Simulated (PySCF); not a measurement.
Here is a computed PBE0-D3(BJ)/def2-SVP geometry (Å):
```
C 
N   1  1.2611
Si  2  1.7651  1  124.14
N   3  1.7215  2  113.78  1  -124.73
H   1  1.1074  2  120.89  3   179.88
H   1  1.1142  2  124.46  3    -0.01
H   3  1.5012  2  109.78  1    -4.02
H   3  1.4895  2  105.69  1   116.70
H   4  1.0140  3  119.34  2    73.52
H   4  1.0143  3  119.07  2   -67.03
```
Z-matrix in Å and degrees, rows numbered from 1.

Charge 0, singlet.

Question: Read off the bonds between heavy atoms and their formal orders.

Answer: C1–N2 (double); N2–Si3 (single); Si3–N4 (single). Hydrogens: H5, H6 on C1; H7, H8 on Si3; H9, H10 on N4.

Question: Write the SMILES.

Answer: `C=N[SiH2]N`, CH6N2Si.

Question: Name the point group.

Answer: C1 (no symmetry element, even within 0.4 Å).

Question: Describe the place of each heavy atom.

Answer: C1: C=N carbon; N2: C=N nitrogen; Si3: SiH2 silicon; N4: silicon-bound nitrogen.

Question: What is the arrangement about N4?

Answer: It has 3 neighbours (Si3, H9, H10) and has angles 119.3°, 119.1° and 110.5°, sum 348.9°, 0.23 Å off the plane of its three neighbours.

Question: What is the arrangement about C1?

Answer: It has 3 neighbours (N2, H5, H6) and is planar (angles 124.5°, 120.9° and 114.6°, sum 360.0°, 0.00 Å off the plane of its three neighbours).
